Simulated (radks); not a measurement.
Results of a calculation; reference values are marked as such.
Valence configurations of the neon ion Ne+ (all share [He]). Level of theory: scalar-relativistic Kohn-Sham, SCAN, spin-polarised, spherical densities, finite nucleus; open shells are filled with parallel spins first; meta-GGA in the generalised Kohn-Sham scheme; Fermi nuclear charge, rms radius 3.0055 fm (a radial shooting solver on a logarithmic mesh with Libxc functionals). Energies are relative to 2s2 2p5; eigenvalues in eV for spin up.

2s2 2p5: E (eV) 0.000; moment (Bohr magnetons) 1; e(2p) -34.281; e(2s) -59.045
2s1.5 2p5.5: E (eV) 12.473; moment (Bohr magnetons) 1; e(2p) -34.357; e(2s) -59.227
2s1 2p6: E (eV) 24.797; moment (Bohr magnetons) 1; e(2p) -34.457; e(2s) -59.435

NIST lists [He] 2s2 2p5 as the ground configuration; this level of theory agrees among the configurations tried. The energies are those of spherical high-spin densities, not of single terms.
